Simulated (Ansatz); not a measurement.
Reactions of H₄OSSi, SMILES `O[SiH2]S`.

Gas-phase electronic energies from Ansatz, PBE0-D4/def2-TZVP geometries. CCSD(T)/CBS adds triple-zeta CCSD(T) − MP2 to the extrapolated MP2 energy (def2 sets, frozen cores). This one scheme is used for every species. Functionals use def2-TZVPP. def2 core potentials past Kr. For Sn, Te outer-core shells are correlated without core-valence functions, which leaves a few kJ/mol of doubt a bond. One conformer a species, not always the lowest.

| reaction | PBE0-D4 (eV) | r2SCAN-D4 (eV) | ωB97M-V (eV) | CCSD(T)/CBS(def2) (eV) |
| --- | --- | --- | --- | --- |
| `O[SiH2]S` + `[SiH3]S` → `O[SiH2]S[SiH3]` + H₂S | -0.08 | -0.07 | -0.07 | -0.08 |
| `O[SiH2]S` + H₂Te → `S[SiH2][TeH]` + H₂O | 0.30 | 0.42 | 0.46 | 0.34 |
| `O[SiH2]S` + `[SiH3]/N=[CH]\[SnH3]` → `O[SiH]([SiH3])S` + `N=[CH][SnH3]` | 0.31 | 0.41 | 0.44 | 0.42 |
| `O[SiH2]S` + `[SiH3]S` → `[SiH3]S[SiH2]S` + H₂O | 0.23 | 0.34 | 0.35 | 0.29 |
| `O[SiH2]S` + `[SiH3]CS` → `O[SiH2]SC[SiH3]` + H₂S | 0.07 | 0.08 | 0.07 | 0.06 |

Largest T1 diagnostic: 0.015, for `[SiH3]/N=[CH]\[SnH3]`.
